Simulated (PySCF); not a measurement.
# BSBr, singlet: data card

These are results of PySCF, PBE0, basis B def2-TZVP, S def2-TZVP, Br def2-TZVP (no relativity, density fitting), not measurements.

The structure is a minimum.

- Point group: C∞v
- Bond lengths: B–Br 1.832 Å, B–S 1.606 Å
- Bond angles: Br–B–S 180.0°
- Rotational symmetry number: 1
- Lowest empty level: -1.06 eV
- Rotational constants: 0.06109 cm⁻¹
- Dipole moment: 1.82 D
- Zero-point energy: 14.5 kJ/mol
- Principal polarisabilities: 35.7, 35.7, 80.8 bohr³
- Principal quadrupole moments (Buckingham, traceless) about the centre of mass: -0.30, 0.15, 0.15 D Å
- Atomisation energy without zero-point energy: 1036 kJ/mol
- Entropy at 298.15 K and 1 bar: 260.0 J/(mol K)
- Heat capacity Cp at 298.15 K: 49.4 J/(mol K)
- Enthalpy at 298.15 K above 0 K: 11.61 kJ/mol
- Highest occupied level: -8.19 eV

Harmonic modes (masses in u: B 11.009, S 31.972, Br 78.918):
| symmetry | ω (cm⁻¹) | IR (km/mol, summed over degenerate members) | μ (u) |
| --- | --- | --- | --- |
| π | 305 | 1.4 | 11.97 |
| σ+ | 430 | 3.6 | 34.90 |
| σ+ | 1392 | 398 | 12.27 |

In C∞v the vibrations span π + 2σ+.

Charges (e):
```
atom  Mulliken  Löwdin  polar tensor  Mayer order to B1
  B1      0.05   -1.27          0.72                  –
  S2     -0.09    0.60         -0.47               2.45
 Br3      0.04    0.67         -0.25               1.41
```

Mulliken populations on B1: s 2.92, p 1.84, d 0.17, f 0.02.

Counting electrons, boron keeps none of its valence electrons outside its bonds, so the VSEPR class is AX2 and the expected shape is linear; with unlike ligands the computed point group is C∞v.

Other isomers or separated fragments may lie lower.

The final relaxation and frequency run took 14 s on 4 threads of a shared Arm Neoverse V1 host, with 116 basis functions and 9 gradients; the process peaked at 1.1 GiB.
